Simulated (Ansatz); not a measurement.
`N[SiH](F)[O][SbH2]` + H₂ → `N[SiH2]F` + `[OH][SbH2]` at 298.15 K and 1 bar (hydrogenolysis of the Si–O bond).

Program: Ansatz. Geometries: PBE0-D4/def2-TZVP. ΔE: electronic, gas phase. CCSD(T)/CBS is the MP2 limit (def2-TZVPP, def2-QZVPP) plus CCSD(T) − MP2 in def2-TZVPP, frozen cores. This one scheme is used for every species. Elements past krypton have def2 core potentials. For Sb outer-core shells are correlated without core-valence functions, which leaves a few kJ/mol of doubt a bond. Each species was taken in one conformer, which may not be the lowest.

```csv
species,CCSD(T)/CBS energy (Eh),H − E (kJ/mol),S (J/(mol·K))
`N[SiH](F)[O][SbH2]`,-761.92621,172.4,385.1
H₂,-1.17544,35.1,130.4
`N[SiH2]F`,-446.07709,135.8,281.7
`[OH][SbH2]`,-316.98030,82.9,277.2
```

H − E and S are ideal-gas, rigid-rotor, harmonic terms from PBE0-D4/def2-TZVP, for one conformer and one mirror image of each species. The MP2-based limit puts H₂ 0.8 mEh under its directly extrapolated value; such offsets cancel only in part. 1 Eh = 2625.50 kJ/mol, R = 8.31446 J/(mol·K).

**Question.** By hand: ΔE, ΔH, ΔS and ΔG.

**Answer.** ΔE = (-446.07709) + (-316.98030) − (-761.92621) − (-1.17544) = 0.04426 Eh = 116.2 kJ/mol. Δ(H − E) = 135.8 + 82.9 − 172.4 − 35.1 = 11.2, so ΔH = 127.4 kJ/mol. ΔS = 281.7 + 277.2 − 385.1 − 130.4 = 43.4 J/(mol·K). ΔG = 127.4 − 298.15 × (43.4)/1000 = 114.5 kJ/mol.

**Question.** By hand: the equilibrium constant, and the temperature at which ΔG would vanish if ΔH and ΔS stayed fixed.

**Answer.** log₁₀ K = −ΔG/(RT ln 10) = -20.1. ΔG = 0 at ΔH/ΔS = 2935 K, far beyond where these terms or the molecules hold.

ΔH outweighs TΔS. A doubt of 5 kJ/mol in ΔE shifts log₁₀ K by 0.9 here. Other conformers and mirror images would add mixing entropy, several J/(mol·K) or more a flexible species. Modes under 60 cm⁻¹, often nearly free rotors, make the harmonic entropy too high. These are equilibria of isolated gas molecules and say nothing of rates. Largest T1 diagnostic: 0.014 (customary marks: 0.02 for closed shells, 0.045 for open ones).
